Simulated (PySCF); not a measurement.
## SMILES CC(=C=CC#N)C(Cl)Cl, C₆H₅Cl₂N

Molfile (atoms numbered from 1):
```
C6H5Cl2N
     RDKit          3D

 14 13  0  0  0  0  0  0  0  0999 V2000
   -1.3031   -1.2239    0.4814 C   0  0  0  0  0  0  0  0  0  0  0  0
   -0.4845   -0.0132    0.1317 C   0  0  0  0  0  0  0  0  0  0  0  0
    0.8127    0.0102    0.2006 C   0  0  0  0  0  0  0  0  0  0  0  0
    2.1174    0.0111    0.2134 C   0  0  0  0  0  0  0  0  0  0  0  0
    2.8682   -0.3541   -0.9258 C   0  0  0  0  0  0  0  0  0  0  0  0
    3.4888   -0.6502   -1.8419 N   0  0  0  0  0  0  0  0  0  0  0  0
   -1.2759    1.1989   -0.2593 C   0  0  0  0  0  0  0  0  0  0  0  0
   -1.9599    1.9580    1.2180 Cl  0  0  0  0  0  0  0  0  0  0  0  0
   -0.2936    2.3979   -1.1267 Cl  0  0  0  0  0  0  0  0  0  0  0  0
   -0.6726   -2.0047    0.8957 H   0  0  0  0  0  0  0  0  0  0  0  0
   -1.7950   -1.6050   -0.4124 H   0  0  0  0  0  0  0  0  0  0  0  0
   -2.0669   -0.9537    1.2077 H   0  0  0  0  0  0  0  0  0  0  0  0
    2.6885    0.2907    1.0899 H   0  0  0  0  0  0  0  0  0  0  0  0
   -2.1248    0.9376   -0.8944 H   0  0  0  0  0  0  0  0  0  0  0  0
  1  2  1  0
  2  3  2  0
  3  4  2  0
  4  5  1  0
  5  6  3  0
  2  7  1  0
  7  8  1  0
  7  9  1  0
  1 10  1  0
  1 11  1  0
  1 12  1  0
  4 13  1  0
  7 14  1  0
M  END
```

Computed, not measured: PySCF 2.14.0, quadratic response CAM-B3LYP/aug-cc-pVDZ first hyperpolarisability, Taylor convention, gas phase. Geometry: GFN2-xTB.

Problem. Give the tensor of the second harmonic β(−2ω;ω,ω) at 1064 nm in the axes of these coordinates.

Solution. In au, Taylor convention; rows are the first index (the induced dipole):
|  | xx | yy | zz | xy | xz | yz |
| --- | --- | --- | --- | --- | --- | --- |
| x | +27.0 | +42.8 | -9.3 | -20.7 | -1.5 | -4.3 |
| y | -18.0 | -33.1 | +13.1 | +40.7 | -4.7 | -7.2 |
| z | -1.7 | -7.3 | +0.6 | -4.4 | -8.6 | +13.0 |

Norm of βᵢ = ⅓ Σⱼ (βᵢⱼⱼ + βⱼᵢⱼ + βⱼⱼᵢ): 72.1 au, hyper-Rayleigh value 35.6 au.
